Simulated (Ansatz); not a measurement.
Species: sum formula Si2H4F, charge 0, multiplicity 2. It need not be the lowest isomer of its formula. 
Coordinates optimised at B3LYP-D3(BJ)/def2-TZVP (Ansatz, a first-principles code):
```xyz
7

F      1.5659    -0.9339     0.4305
Si     0.8118     0.2504    -0.3742
Si    -1.4969     0.1987     0.0664
H      1.4706     1.5245     0.0329
H     -1.8092     0.3258     1.5123
H     -2.0982     1.3374    -0.6689
H     -2.0654    -1.0703    -0.4425
```
Charge 0, spin multiplicity 2.

Quantity: atomisation energy (electronic, to ground-state atoms), in kJ/mol. Correlated levels leave the core frozen unless marked. Open shells are spin-unrestricted. No spin-orbit coupling. Non-relativistic. The coupled-cluster limit lacks core correlation, which all-electron functionals hold. CBS marks a two-point X^-3 extrapolation of the correlation energy; Hartree-Fock from the larger set.

```json
[
 {"level": "PBE-D4/def2-TZVPD", "program": "Ansatz + dftd4", "atomisation energy (kJ/mol)": "[?]"},
 {"level": "SCS-MP2/6-31G*", "program": "Ansatz", "atomisation energy (kJ/mol)": "1821.8"},
 {"level": "CCSD(T) with core electrons (1s frozen past Ne)/cc-pwCVTZ", "program": "Ansatz", "atomisation energy (kJ/mol)": "2014.8"},
 {"level": "CCSD(T)/CBS(aug-cc-pV(T+d)Z,aug-cc-pV(Q+d)Z)", "program": "Ansatz", "atomisation energy (kJ/mol)": "2080.9"}
]
```

### Question
What belongs in the gaps?

### Answer

- PBE-D4/def2-TZVPD, atomisation energy (kJ/mol): 2062.1
